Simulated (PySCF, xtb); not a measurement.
In(Cl)(Me)(OMe) (C2H6ClInO), SMILES C[O][In]([CH3])[Cl]. The values are those of a single conformer.

Harmonic wavenumbers (cm⁻¹) from GFN2-xTB run with xtb at its own minimum, in rising order: 42, 58, 59, 70, 74, 100, 197, 295, 342, 425, 637, 652, 1049, 1129, 1131, 1161, 1408, 1408, 1411, 1474, 1483, 2852, 2905, 2918, 3003, 3017, 3043.

**Question.** What does PBE-D3(BJ)/def2-SVP (PySCF) give at its own minimum? (Estimate from the structure and the level; the computed values follow.)

**Answer.** 30, 45, 77, 78, 92, 111, 222, 349, 476, 519, 699, 718, 1076, 1125, 1126, 1151, 1377, 1377, 1407, 1422, 1424, 2872, 2943, 2964, 3000, 3121, 3128. Paired by order, the mean absolute difference is 38 cm⁻¹ and the zero-point energies are 46.2 and 47.1 kcal/mol.
